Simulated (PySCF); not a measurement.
C6H8O2Si, SMILES O=CC[SiH2]c1ccco1 (GFN2-xTB optimised geometry):

```
17

O      1.429    -2.830     0.767
C      0.242    -3.031     0.769
C     -0.688    -2.710    -0.328
Si    -1.544    -1.021     0.020
C     -0.251     0.325     0.000
C      1.121     0.325     0.000
C      1.526     1.676     0.000
C      0.377     2.408     0.001
O     -0.697     1.609     0.001
H     -0.253    -3.465     1.662
H     -0.151    -2.644    -1.273
H     -1.465    -3.466    -0.399
H     -2.227    -1.090     1.319
H     -2.529    -0.816    -1.048
H      1.752    -0.541     0.009
H      2.529     2.051     0.000
H      0.203     3.466     0.001
```

Computed with CAM-B3LYP/def2-SVP (PySCF).

### Question
What are the frontier orbital energies and the dipole moment?

### Answer
HOMO-2 -9.44 eV, HOMO-1 -8.80 eV, HOMO -7.91 eV, LUMO 0.52 eV, LUMO+1 1.21 eV; dipole moment 1.67 D.

Meta-Löwdin charges at CAM-B3LYP/def2-SVP: O1 -0.40, C2 0.29, C3 -0.44, Si4 0.67, C5 -0.09, C6 -0.14, C7 -0.17, C8 0.06, O9 -0.24, H10 0.06, H11 0.13, H12 0.12, H13 -0.11, H14 -0.10, H15 0.13, H16 0.12, H17 0.12.
